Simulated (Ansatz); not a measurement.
Geometry optimisation, Ansatz 0.2.0, RKS PBE0/6-31G*.

Input:

```yaml
crystal:
  periodic: [false, false, false]
  atoms:
    - { symbol: Al, position_ang: [-0.045799, 0.613487, -0.189435] }
    - { symbol: H, position_ang: [-0.114464, -0.314452, 2.410468] }
    - { symbol: O, position_ang: [1.491809, -0.078755, -0.436693] }
    - { symbol: H, position_ang: [1.627052, -0.829201, -1.022812] }
    - { symbol: O, position_ang: [-1.538785, 0.007238, -0.735504] }
    - { symbol: H, position_ang: [-1.722767, -0.916481, -0.933538] }
    - { symbol: S, position_ang: [-0.119677, 2.585624, 0.859815] }
    - { symbol: H, position_ang: [1.216989, 2.627334, 1.059055] }
    - { symbol: H, position_ang: [-0.175858, 0.377705, 2.251644] }
basis:
  gaussian: { orbitals: "6-31G*" }
hamiltonian:
  xc: pbe0
relax:
  f_tol: 0.03
  max_steps: 50
output:
  orbitals: {}
```

Launched with:

```bash
$ ansatz run input.yaml --threads 1 --pin off --max-ram 2048MiB --backend cpu --events-out ev --progress --plain --runs-dir out
```

Q: Where does it end, and by what steps?

A: It converged. The force dipped under the threshold on the way, but the program's further checks kept it going. After 9 steps the energy has fallen by 0.134 eV; H9 moved furthest, 0.52 Å.

```
step  energy less start (eV)  largest force component (eV/Å)  accepted
   0                  0.0000                           1.540       yes
   1                 -0.1062                           0.259       yes
   2                 -0.1199                           0.247       yes
   3                 -0.1294                           0.192       yes
   4                 -0.1238                           0.530        no
   5                 -0.1314                           0.041       yes
   6                 -0.1327                           0.068       yes
   7                 -0.1325                           0.083        no
   8                 -0.1339                           0.029       yes
   9                 -0.1341                           0.023       yes
```

```xyz
9
Properties=species:S:1:pos:R:3
Al -0.052 0.728 -0.283
H -0.151 -0.635 2.765
O 1.485 0.031 -0.528
H 1.625 -0.825 -0.942
O -1.554 0.050 -0.710
H -1.665 -0.818 -1.104
S -0.088 2.701 0.633
H 1.255 2.740 0.741
H -0.236 0.102 2.690
```

Whether the end is a true minimum wasn't checked by a vibrational analysis.

Run time: 25 s on 1 thread of Intel(R) Xeon(R) 6975P-C (Granite Rapids), on a shared host, peak memory 0.17 GiB.
